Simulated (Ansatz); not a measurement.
System: ZrO2, charge 0, multiplicity 1. 
Coordinates optimised at B3LYP-D3(BJ)/def2-TZVP (Ansatz, a quantum-chemistry and plane-wave program):
SMILES: [O]=[Zr]=[O]
```xyz
3

Zr    -0.1854     0.1286    -0.1941
O      1.5626    -0.0948    -0.4148
O     -0.6354    -0.5480     1.3852
```

Basis-set convergence of Hartree-Fock and CCSD(T) correlation energies (hartree) with Ansatz. Correlated levels leave the core frozen unless marked. No spin-orbit coupling. Frozen are the shells of the preceding noble gas and the d and f shells that filled before the atom's block. In def2 rows, elements after Kr have scalar-relativistic effective core potentials.

The T1 diagnostic of CCSD in the largest basis is 0.031, which is high, so the coupled-cluster rows are less sure than usual.

```json
[
 {"basis": "def2-SVPD", "functions": "80", "E(HF)": "-196.13863", "E(corr, CCSD(T))": "-0.53879", "rough core time": "under 20 s"},
 {"basis": "def2-TZVPPD", "functions": "136", "E(HF)": "-196.33302", "E(corr, CCSD(T))": "-0.63798", "rough core time": "40 s"},
 {"basis": "def2-QZVPPD", "functions": "213", "E(HF)": "-196.34218", "E(corr, CCSD(T))": "-0.67483", "rough core time": "110 s"}
]
```

Extrapolating the two largest sets (X = 3 and 4) as X^-3: E(corr) = (64·(-0.67483) - 27·(-0.63798))/37 = -0.7017 Eh, an estimate of the basis-set limit. The largest set recovers 96.2 % of it, the smallest 76.8 %.
